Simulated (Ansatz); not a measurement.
Reaction: SiNH4F (SMILES [SiH2](N)F) → SiNH3F (SMILES [SiH](F)N, doublet) + H (doublet) (the H-Si bond breaks)
Each species at its own B3LYP-D3(BJ)/def2-TZVP minimum (Ansatz, an electronic-structure program), one conformer.

Quantity: bond dissociation energy (electronic), in kcal/mol. Radicals and triplets start from unrestricted determinants; spin-orbit coupling is neglected. CBS(X,Y): correlation extrapolated as X^-3, Hartree-Fock from the larger set. A bracket is a step between two methods taken in the basis named. Functionals run without relativity, which enters their misses. 'core' is core correlation in cc-pwCVTZ (1s frozen past Ne), 'X2C' scalar relativity in cc-pVTZ-DK, both at CCSD(T). Where a partner has so few electrons that a lower coupled-cluster level is exact, that level stands in.

CCSD(T)/CBS(cc-pV(T+d)Z,cc-pV(Q+d)Z) + [CCSDT(Q) - CCSD(T)]/cc-pV(D+d)Z + core + X2C (Ansatz) gives 101.8 kcal/mol.

Problem. How far off this value is PBE/def2-TZVPD (Ansatz), in which direction, and which of these levels come nearer: PBE0/def2-TZVPD, wB97M-V/def2-TZVPD, CCSD(T)/CBS(cc-pV(T+d)Z,cc-pV(Q+d)Z) + core + X2C?

Solution. PBE gives 93.2 kcal/mol, 8.6 kcal/mol below it. Differences of the others: PBE0/def2-TZVPD (Ansatz) -6.5; wB97M-V/def2-TZVPD (Ansatz) -0.7; CCSD(T)/CBS(cc-pV(T+d)Z,cc-pV(Q+d)Z) + core + X2C (Ansatz) 0.1 kcal/mol. Nearer than PBE: PBE0/def2-TZVPD, wB97M-V/def2-TZVPD, CCSD(T)/CBS(cc-pV(T+d)Z,cc-pV(Q+d)Z) + core + X2C.
